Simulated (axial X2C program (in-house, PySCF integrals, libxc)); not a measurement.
# Spectroscopic constants of FeN

All values were computed with an in-house all-electron X2C program for linear molecules (integrals from PySCF). Spin-free means the one-electron spin-free X2C Hamiltonian; two-component (2c) means X2C with spin–orbit coupling and atomic mean-field two-electron Coulomb and Gaunt terms, so the difference of the two also holds small scalar two-electron terms. Basis: Fe dyall-cv3z [9s10p6d3f2g], N dyall-av3z [7s7p3d2f] (cores contracted in-house); Gaussian nuclei, density fitting, unrestricted open shells. Masses: Fe 55.935 u, N 14.003 u.

State, spin-free: M_S = 5/2, Λ = 0 (beyond evenly filled blocks: σα, π+α, π-α, δ+α, δ-α); electrons by block: σα: 9, σβ: 8, π+α: 4, π+β: 3, π-α: 4, π-β: 3, δ+α: 1, δ-α: 1. Fragments: Fe + N.

State, 2c: Ω = 5/2 (⟨Sz⟩ = 2.50, ⟨Lz⟩ = 0.00 at PBE0); electrons by block: 1/2: 12, -1/2: 12, 3/2: 4, -3/2: 4, 5/2: 1. Fragments: Fe + N.

| Hamiltonian | level | Re (Å) | ωe (cm⁻¹) | ωexe (cm⁻¹) | De (eV) | k (mdyn/Å) | μ (D) |
| --- | --- | --- | --- | --- | --- | --- | --- |
| spin-free | PBE0 | 1.597 | 840.9 | 6.38 | 2.35 | 4.67 | -4.13 |
| spin-free | PW91 | 1.600 | 918.9 | 6.51 | 4.13 | 5.57 | -3.73 |
| 2c | PBE0 | 1.597 | 839.8 | 6.4 | n/a | 4.65 | -4.13 |

Dipoles are positive if N is the positive end.

The state is one determinant whose occupation by symmetry is held fixed; it was picked as the lowest of a PBE0 search that is not exhaustive. De is counted from the lowest determinant-based energies of the atoms at the same level, without counterpoise correction. De is not given where an atomic determinant may have missed its ground term or J level, or where the truncated virtual space spoils (T). Density functionals use the spin component along the axis (collinear). Other states lie close and PBE0, whose exact exchange favours high spin, may order them wrongly; the determinant shown need not be the ground state. The nearest other spin-free determinant of the search, M_S = 3/2, Λ = 1, lies 0.40 eV up at the distance of the search. The functionals have no current-density term, which raises determinants with orbital currents, atoms included. With several unpaired electrons one determinant need not be a pure state. At some level and bond length an empty orbital lies below a filled one. This is the top spin component of a Σ state; components of lower Ω are not single determinants and can lie lower. The determinant is spin-polarised beyond a pure state at some levels (its spin-free form has ⟨S²⟩ too high), which makes Re and μ there less reliable.

No reliable constants came from CCSD (2c), CCSD (spin-free), CCSD(T) (2c), CCSD(T) (spin-free), HF (2c), HF (spin-free), MP2 (2c), MP2 (spin-free), PW91 (2c): no minimum in range, unconverged points, a curve that is not smooth, a change of character along it, or the two Hamiltonians disagreeing along it.

Rough cost a point (2c) on 1 thread(s) of a shared host, integrals apart: PBE0 1.3 s.

The whole task took 4.1 min on 1 thread of Arm Neoverse V1 (shared host).
